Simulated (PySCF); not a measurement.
## Stationary points of TiCl₄

All numbers come from PySCF, PBE0, basis Ti def2-SVP, Cl def2-SVP (no relativity, density fitting).

Relaxations began from a few typed shapes. The search is not exhaustive: other isomers or separated fragments can lie lower, and high-lying points may rest on an excited occupation.

| spin | group | bonds | angles | imaginary modes (cm⁻¹) | ΔE (kJ/mol) | ΔE with ZPE (kJ/mol) |
| --- | --- | --- | --- | --- | --- | --- |
| singlet | Td | Ti–Cl 2.155 Å (×4) | Cl–Ti–Cl 109.5° (×6) | none | 0.0 | 0.0 |
| singlet | D4h | Ti–Cl 2.221 Å (×4) | Cl–Ti–Cl 90.0° (×4), Cl–Ti–Cl 180.0° (×2) | 122i | 237.7 | – |

The lowest minimum found is the singlet Td: Ti–Cl 2.155 Å (×4); Cl–Ti–Cl 109.5° (×6).

Formally Ti is in oxidation state +4, d0. The polar-tensor charge on Ti, 1.97, is far below the formal one.

For the lowest minimum: stability towards spin polarisation was not tested.
